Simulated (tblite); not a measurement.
Record of a relaxation.

Compound: C4H4BBrF2.
Atom-mapped SMILES: `[F:1][CH2:2][C:3]1=[CH:4][C@@H:5]1[B:6]([F:7])[Br:8]` (hydrogens: H9, H10 on C2; H11 on C4; H12 on C5)

Computed with GFN2-xTB (tblite), gas phase: L-BFGS steps from a force-field or distance-geometry start until the largest atomic force falls under 0.01 eV/Å. 13 of its 116 geometries are shown.

Step 0: E = -688.4130 eV, largest atomic force 7.485 eV/Å
```
atom  x, y, z in Å  |  force x, y, z in eV/Å
F1     -1.816    0.008   -1.823   -0.256  -0.160   0.129
C2     -1.706   -0.529   -0.568    0.948  -0.093   1.078
C3     -0.579    0.136    0.170   -2.683   6.117  -0.229
C4      0.017    1.344    0.714   -5.256  -1.376  -2.837
C5      0.646    0.088    0.830    6.201  -3.626   2.104
B6      1.862   -0.102   -0.179    2.856   0.426   0.228
F7      2.794    0.986   -0.412   -2.304  -2.688   0.208
Br8     2.308   -1.925   -0.858   -0.288   1.672   0.282
H9     -1.479   -1.622   -0.643   -0.182   0.612  -0.233
H10    -2.652   -0.390    0.005    0.329   0.069  -0.550
H11    -0.008    2.401    0.916   -0.027  -0.695  -0.211
H12     0.615   -0.395    1.823    0.663  -0.258   0.030
```

Step 10: E = -690.2275 eV, largest atomic force 0.179 eV/Å
```
atom  x, y, z in Å  |  force x, y, z in eV/Å
F1     -1.853   -0.001   -1.820    0.007  -0.001   0.104
C2     -1.691   -0.489   -0.540    0.051   0.032   0.058
C3     -0.646    0.258    0.182    0.038   0.046   0.060
C4     -0.108    1.325    0.689    0.011  -0.098   0.021
C5      0.718    0.057    0.844   -0.025   0.021  -0.031
B6      1.961   -0.162   -0.081   -0.070  -0.120  -0.113
F7      2.721    0.840   -0.465    0.043   0.052  -0.026
Br8     2.355   -1.830   -0.861    0.062  -0.011   0.097
H9     -1.425   -1.551   -0.632   -0.044   0.100  -0.023
H10    -2.660   -0.374   -0.031    0.054  -0.035  -0.074
H11    -0.076    2.370    0.872   -0.084  -0.024  -0.001
H12     0.705   -0.445    1.817   -0.044   0.039  -0.072
```

Step 19: E = -690.2464 eV, largest atomic force 0.124 eV/Å
```
atom  x, y, z in Å  |  force x, y, z in eV/Å
F1     -1.835    0.061   -1.792   -0.100  -0.069   0.021
C2     -1.698   -0.475   -0.529    0.005   0.019  -0.008
C3     -0.665    0.265    0.207    0.037   0.002  -0.023
C4     -0.118    1.331    0.702   -0.037  -0.062   0.004
C5      0.721    0.062    0.803   -0.020   0.004   0.070
B6      1.960   -0.182   -0.118   -0.016   0.025  -0.018
F7      2.712    0.818   -0.522    0.049   0.048  -0.103
Br8     2.442   -1.882   -0.767    0.003   0.014   0.097
H9     -1.418   -1.530   -0.648   -0.053   0.071  -0.051
H10    -2.672   -0.387   -0.029    0.020  -0.005  -0.082
H11    -0.147    2.373    0.901    0.072  -0.021   0.040
H12     0.720   -0.454    1.765    0.040  -0.026   0.053
```

Step 29: E = -690.2899 eV, largest atomic force 0.231 eV/Å
```
atom  x, y, z in Å  |  force x, y, z in eV/Å
F1     -1.924    0.183   -1.776    0.011  -0.036   0.043
C2     -1.734   -0.438   -0.559    0.093   0.065   0.080
C3     -0.684    0.266    0.207    0.101  -0.060  -0.074
C4     -0.140    1.299    0.766   -0.102   0.073  -0.153
C5      0.748    0.070    0.740   -0.059  -0.100   0.043
B6      1.990   -0.171   -0.170   -0.188   0.117   0.065
F7      2.632    0.770   -0.825   -0.051   0.027  -0.079
Br8     2.647   -1.920   -0.334    0.158  -0.106  -0.034
H9     -1.453   -1.479   -0.769   -0.006   0.103   0.007
H10    -2.703   -0.402   -0.040    0.103   0.014   0.014
H11    -0.181    2.317    1.062    0.042   0.013   0.017
H12     0.802   -0.496    1.672   -0.104  -0.110   0.071
```

Step 38: E = -690.3598 eV, largest atomic force 0.203 eV/Å
```
atom  x, y, z in Å  |  force x, y, z in eV/Å
F1     -2.021    0.250   -1.779    0.057   0.068   0.012
C2     -1.710   -0.382   -0.600   -0.018  -0.012   0.024
C3     -0.632    0.297    0.129    0.010  -0.002  -0.020
C4     -0.108    1.284    0.770    0.035   0.027   0.074
C5      0.742    0.011    0.763   -0.094  -0.086  -0.073
B6      1.973   -0.202   -0.149   -0.158  -0.085   0.096
F7      2.327    0.663   -1.074    0.062   0.040  -0.080
Br8     2.941   -1.815   -0.050    0.103   0.059  -0.015
H9     -1.439   -1.412   -0.850   -0.015  -0.036  -0.018
H10    -2.615   -0.355    0.019   -0.115  -0.093  -0.032
H11    -0.145    2.277    1.139    0.108   0.051  -0.016
H12     0.689   -0.617    1.656    0.024   0.068   0.050
```

Step 48: E = -690.4022 eV, largest atomic force 0.106 eV/Å
```
atom  x, y, z in Å  |  force x, y, z in eV/Å
F1     -2.042    0.346   -1.754    0.016   0.056   0.050
C2     -1.736   -0.352   -0.611   -0.002  -0.026   0.037
C3     -0.671    0.302    0.160    0.065   0.007  -0.047
C4     -0.077    1.265    0.776   -0.005   0.017  -0.010
C5      0.701   -0.055    0.761   -0.022  -0.075  -0.007
B6      1.930   -0.256   -0.153    0.012   0.054  -0.017
F7      2.144    0.536   -1.188   -0.017  -0.027   0.010
Br8     3.185   -1.636    0.106   -0.036   0.028   0.035
H9     -1.430   -1.357   -0.919    0.002  -0.036  -0.061
H10    -2.657   -0.410   -0.017   -0.051   0.021   0.007
H11     0.009    2.259    1.134   -0.034   0.041  -0.044
H12     0.645   -0.641    1.678    0.073  -0.061   0.047
```

Step 58: E = -690.4150 eV, largest atomic force 0.060 eV/Å
```
atom  x, y, z in Å  |  force x, y, z in eV/Å
F1     -2.055    0.454   -1.700   -0.023  -0.010   0.037
C2     -1.747   -0.334   -0.616   -0.016  -0.020   0.000
C3     -0.670    0.272    0.176   -0.024  -0.014  -0.038
C4     -0.065    1.238    0.777   -0.020   0.013  -0.020
C5      0.696   -0.097    0.769    0.013  -0.022  -0.011
B6      1.919   -0.279   -0.154    0.019   0.053  -0.006
F7      2.050    0.431   -1.260    0.011  -0.048   0.035
Br8     3.293   -1.501    0.232    0.038  -0.031  -0.010
H9     -1.453   -1.317   -1.001    0.017   0.028  -0.047
H10    -2.666   -0.430   -0.023   -0.008   0.029   0.018
H11     0.037    2.248    1.084   -0.008  -0.033   0.019
H12     0.663   -0.685    1.688    0.002   0.054   0.023
```

Step 67: E = -690.4208 eV, largest atomic force 0.041 eV/Å
```
atom  x, y, z in Å  |  force x, y, z in eV/Å
F1     -2.099    0.517   -1.657   -0.019  -0.012   0.020
C2     -1.759   -0.327   -0.626    0.007   0.001  -0.013
C3     -0.662    0.249    0.163   -0.028   0.008   0.015
C4     -0.067    1.224    0.759    0.000   0.016   0.003
C5      0.705   -0.104    0.770   -0.014  -0.032  -0.018
B6      1.937   -0.295   -0.143    0.007   0.015   0.004
F7      2.041    0.360   -1.284    0.011  -0.009   0.004
Br8     3.355   -1.455    0.285   -0.019  -0.002   0.011
H9     -1.478   -1.287   -1.073    0.009   0.023  -0.006
H10    -2.662   -0.446   -0.011    0.035  -0.020   0.006
H11     0.018    2.228    1.084    0.012   0.022  -0.011
H12     0.673   -0.665    1.706   -0.001  -0.010  -0.015
```

Step 77: E = -690.4346 eV, largest atomic force 0.167 eV/Å
```
atom  x, y, z in Å  |  force x, y, z in eV/Å
F1     -2.342    0.624   -1.494   -0.026   0.049   0.099
C2     -1.775   -0.295   -0.647    0.131  -0.069  -0.078
C3     -0.660    0.285    0.110    0.008  -0.076  -0.034
C4     -0.035    1.231    0.721   -0.039   0.013   0.018
C5      0.680   -0.131    0.735    0.059   0.010   0.048
B6      1.947   -0.337   -0.122    0.018  -0.060  -0.003
F7      2.053    0.186   -1.329    0.014   0.023   0.000
Br8     3.427   -1.333    0.489   -0.062   0.017  -0.023
H9     -1.445   -1.136   -1.273    0.037   0.035   0.043
H10    -2.555   -0.633    0.044   -0.103  -0.014  -0.002
H11     0.082    2.226    1.065    0.014   0.039  -0.036
H12     0.623   -0.688    1.674   -0.052   0.034  -0.032
```

Step 86: E = -690.4503 eV, largest atomic force 0.092 eV/Å
```
atom  x, y, z in Å  |  force x, y, z in eV/Å
F1     -2.517    0.694   -1.264   -0.007  -0.012  -0.040
C2     -1.779   -0.289   -0.656    0.026   0.008  -0.001
C3     -0.651    0.288    0.078    0.012  -0.013  -0.018
C4     -0.018    1.243    0.670   -0.058  -0.039   0.027
C5      0.674   -0.130    0.723    0.010  -0.025  -0.007
B6      1.962   -0.366   -0.099   -0.033  -0.065  -0.018
F7      2.101    0.083   -1.333   -0.065   0.055   0.034
Br8     3.439   -1.295    0.602    0.009  -0.042   0.029
H9     -1.436   -0.984   -1.434    0.007   0.070  -0.042
H10    -2.459   -0.816    0.026    0.011  -0.033   0.052
H11     0.108    2.242    0.995    0.009   0.048  -0.030
H12     0.576   -0.672    1.667    0.078   0.047   0.012
```

Step 96: E = -690.4619 eV, largest atomic force 0.452 eV/Å
```
atom  x, y, z in Å  |  force x, y, z in eV/Å
F1     -2.727    0.664   -0.955    0.298  -0.328   0.090
C2     -1.770   -0.297   -0.672   -0.208  -0.044  -0.085
C3     -0.638    0.295    0.043   -0.060   0.004   0.037
C4     -0.007    1.270    0.601    0.030   0.004  -0.016
C5      0.670   -0.106    0.738   -0.026   0.002   0.024
B6      1.959   -0.404   -0.055   -0.018   0.008   0.045
F7      2.130    0.063   -1.277    0.018   0.015  -0.087
Br8     3.386   -1.388    0.675   -0.020  -0.022  -0.014
H9     -1.441   -0.723   -1.640   -0.150   0.078   0.289
H10    -2.264   -1.075   -0.050    0.176   0.272  -0.291
H11     0.134    2.289    0.854   -0.012  -0.012   0.012
H12     0.567   -0.591    1.712   -0.027   0.025  -0.004
```

Step 105: E = -690.4754 eV, largest atomic force 0.022 eV/Å
```
atom  x, y, z in Å  |  force x, y, z in eV/Å
F1     -2.756    0.582   -0.910    0.001   0.014  -0.007
C2     -1.747   -0.314   -0.670    0.014  -0.006   0.002
C3     -0.638    0.321    0.043   -0.002   0.000   0.000
C4     -0.013    1.304    0.590   -0.004   0.008   0.005
C5      0.670   -0.065    0.747    0.005   0.006   0.002
B6      1.951   -0.388   -0.049   -0.005   0.007  -0.007
F7      2.179    0.155   -1.232   -0.014  -0.016  -0.005
Br8     3.280   -1.547    0.609   -0.011   0.000  -0.006
H9     -1.419   -0.702   -1.643    0.015  -0.002  -0.005
H10    -2.175   -1.130   -0.073    0.000  -0.012   0.002
H11     0.112    2.326    0.840   -0.003  -0.004   0.010
H12     0.556   -0.544    1.721    0.004   0.005   0.011
```

Step 115: E = -690.4780 eV, largest atomic force 0.009 eV/Å
```
atom  x, y, z in Å  |  force x, y, z in eV/Å
F1     -2.713    0.582   -0.981    0.003  -0.004  -0.001
C2     -1.724   -0.316   -0.671    0.001  -0.004   0.001
C3     -0.642    0.327    0.074   -0.002  -0.001   0.001
C4     -0.022    1.314    0.621    0.001   0.004  -0.002
C5      0.673   -0.050    0.770    0.003   0.000   0.000
B6      1.927   -0.388   -0.061    0.001   0.003  -0.002
F7      2.108    0.129   -1.264    0.001  -0.005  -0.001
Br8     3.265   -1.558    0.556   -0.001   0.001   0.000
H9     -1.351   -0.731   -1.618   -0.004   0.006   0.005
H10    -2.186   -1.115   -0.075    0.000   0.001  -0.003
H11     0.092    2.334    0.881   -0.001   0.000   0.002
H12     0.574   -0.529    1.746   -0.003  -0.002   0.001
```

**Question.** Summarise the path.

**Answer.** The energy falls by 47.62 kcal/mol from step 0 to step 115; nine tenths of that is first reached at step 25. It rises by more than 0.2 meV at steps 84, 87, 90, 93 and 96. The largest force goes from 7.485 to 0.009 eV/Å. Among the bonds C3=C4 changes most, from 1.453 to 1.288 Å; the atoms move by 0.895 Å rms after alignment.

**Question.** Follow the three bonds and two angles with the largest change from start to end.

**Answer.** 
| step | E above end (kcal/mol) | largest force (eV/Å) | C3=C4 (Å) | C3–C5 (Å) | B6–F7 (Å) | C3–C5–C4 (°) | C2–C3–C5 (°) |
| --- | --- | --- | --- | --- | --- | --- | --- |
| 0 | 47.62 | 7.485 | 1.453 | 1.393 | 1.452 | 62.5 | 151.4 |
| 5 | 6.72 | 0.448 | 1.295 | 1.519 | 1.325 | 50.7 | 141.1 |
| 10 | 5.78 | 0.179 | 1.298 | 1.529 | 1.315 | 50.4 | 141.1 |
| 15 | 5.57 | 0.098 | 1.296 | 1.524 | 1.316 | 50.4 | 140.8 |
| 20 | 5.29 | 0.142 | 1.295 | 1.523 | 1.317 | 50.3 | 140.3 |
| 25 | 4.66 | 0.192 | 1.295 | 1.528 | 1.318 | 50.2 | 141.6 |
| 30 | 4.23 | 0.257 | 1.294 | 1.541 | 1.317 | 50.1 | 141.1 |
| 35 | 3.17 | 0.256 | 1.292 | 1.528 | 1.318 | 50.0 | 141.5 |
| 40 | 2.50 | 0.143 | 1.291 | 1.538 | 1.318 | 49.7 | 139.4 |
| 45 | 1.92 | 0.120 | 1.289 | 1.541 | 1.320 | 49.6 | 138.7 |
| 50 | 1.66 | 0.087 | 1.289 | 1.537 | 1.320 | 49.6 | 138.0 |
| 55 | 1.51 | 0.094 | 1.288 | 1.538 | 1.320 | 49.5 | 139.4 |
| 60 | 1.42 | 0.059 | 1.288 | 1.534 | 1.320 | 49.6 | 140.0 |
| 65 | 1.34 | 0.057 | 1.288 | 1.537 | 1.320 | 49.6 | 141.6 |
| 70 | 1.30 | 0.040 | 1.289 | 1.536 | 1.320 | 49.6 | 141.9 |
| 75 | 1.13 | 0.211 | 1.288 | 1.537 | 1.315 | 49.6 | 140.5 |
| 80 | 0.88 | 0.097 | 1.288 | 1.533 | 1.319 | 49.6 | 140.0 |
| 85 | 0.67 | 0.090 | 1.289 | 1.532 | 1.320 | 49.6 | 140.3 |
| 90 | 0.76 | 0.739 | 1.288 | 1.532 | 1.320 | 49.6 | 140.9 |
| 95 | 0.31 | 0.062 | 1.288 | 1.533 | 1.319 | 49.6 | 140.8 |
| 100 | 0.14 | 0.083 | 1.288 | 1.534 | 1.320 | 49.6 | 140.4 |
| 105 | 0.06 | 0.022 | 1.288 | 1.535 | 1.321 | 49.5 | 139.5 |
| 110 | 0.02 | 0.069 | 1.288 | 1.536 | 1.321 | 49.5 | 139.5 |
| 115 | 0.00 | 0.009 | 1.288 | 1.535 | 1.321 | 49.5 | 139.2 |

What follows is the cost of the whole relaxation. The run took 1.2 s on an Arm Neoverse N1 with one thread, on a shared host.
